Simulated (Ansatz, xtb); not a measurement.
## Relative energy of two structures of C5H7ClOS

We compare X, `C=C(S)[C@@H](C=O)CCl`, a singlet, with Y, a singlet given by its coordinates. Both are isolated molecules in the gas phase, relaxed with PBE0-D3(BJ)/def2-SVP; the shapes shown needn't be the lowest conformers.

X (Å):

```xyz
15

C    -1.1018   -2.0233   -0.4884
C     0.1674   -2.2266   -0.1100
C     1.2006   -1.1151   -0.1625
C     1.0222   -0.3317   -1.4497
C     1.1623   -0.1810    1.0339
Cl    1.5977   -1.0255    2.5484
O     0.8332    0.8533   -1.4987
S     0.7013   -3.8433    0.3680
H    -1.8526   -2.8127   -0.4145
H    -1.4229   -1.0542   -0.8825
H     1.5176   -3.4241    1.3613
H     2.2006   -1.5790   -0.2309
H     1.0721   -0.9576   -2.3754
H     1.8705    0.6465    0.9015
H     0.1574    0.2392    1.1692
```

Y (Å):

```xyz
15

C    -0.6876   -1.9440    1.7760
C     0.5544   -1.3430    1.1918
C     0.9164   -1.7150   -0.1476
C     2.0495   -1.2334   -0.7803
C     0.0953   -2.6965   -0.9167
Cl    0.3829   -4.4126   -0.4126
O     2.9127   -0.3949   -0.3125
S     1.4323   -0.2733    2.1264
H    -0.6647   -3.0412    1.6832
H    -0.7970   -1.6586    2.8285
H    -1.5742   -1.5907    1.2222
H     2.2768   -1.5762   -1.7993
H     2.6189   -0.1471    0.6376
H    -0.9829   -2.5310   -0.8023
H     0.3341   -2.6554   -1.9872
```

Close contacts (Å): C1–C2 1.50, C2–C3 1.44, C2–S8 1.67, C3–C4 1.38, C3–C5 1.49, C4–O7 1.29, C5–Cl6 1.81, C1–H9 1.10, C1–H10 1.10, C1–H11 1.10, C4–H12 1.10, C5–H14 1.10, C5–H15 1.10, O7–H13 1.02, S8–H13 1.91.

Which of the two would you expect CCSD(T)/def2-SVP + ΔMP2/def2-TZVPP electronic energies to favour?

Structure Y; the calculation gives E(Y) − E(X) = −9.8 kcal/mol.

How the difference moves with the method:

```tsv
level	geometry	E(Y) − E(X) (kcal/mol)	departure from the last row (kcal/mol)	job, with rough time for the two
GFN2-xTB	GFN2-xTB	−18.7	−8.9	optimisation, 0.35 s
HF/STO-3G	GFN2-xTB	−1.5	+8.2	single point, 0.56 s
r2SCAN-D4/def2-SVP	GFN2-xTB	−19.1	−9.3	single point, 3.5 s
PBE0-D3(BJ)/def2-SVP	PBE0-D3(BJ)/def2-SVP	−17.1	−7.3	optimisation, 59 s
HF/def2-SVP	PBE0-D3(BJ)/def2-SVP	−3.4	+6.3	part of the CCSD(T) run
MP2/def2-SVP	PBE0-D3(BJ)/def2-SVP	−9.6	+0.1	part of the CCSD(T) run
CCSD(T)/def2-SVP	PBE0-D3(BJ)/def2-SVP	−7.2	+2.6	single point
CCSD(T)/def2-SVP + ΔMP2/def2-TZVPP	PBE0-D3(BJ)/def2-SVP	−9.8		single point, 98 s
```

The levels shown agree on the order. The largest departure from CCSD(T)/def2-SVP + ΔMP2/def2-TZVPP is that of r2SCAN-D4/def2-SVP, 9.3 kcal/mol. No reliable frequencies are at hand for Y, so it isn't confirmed as a minimum. The last row adds to CCSD(T) the change of the MP2 difference between the two basis sets, here −2.6 kcal/mol.

The correlated steps freeze 16 core orbitals. Codes used: Ansatz 0.2.0, xtb 6.7.1; the last row on 2 threads of AMD EPYC 9R45 96-Core Processor (Zen 5) on a shared host.
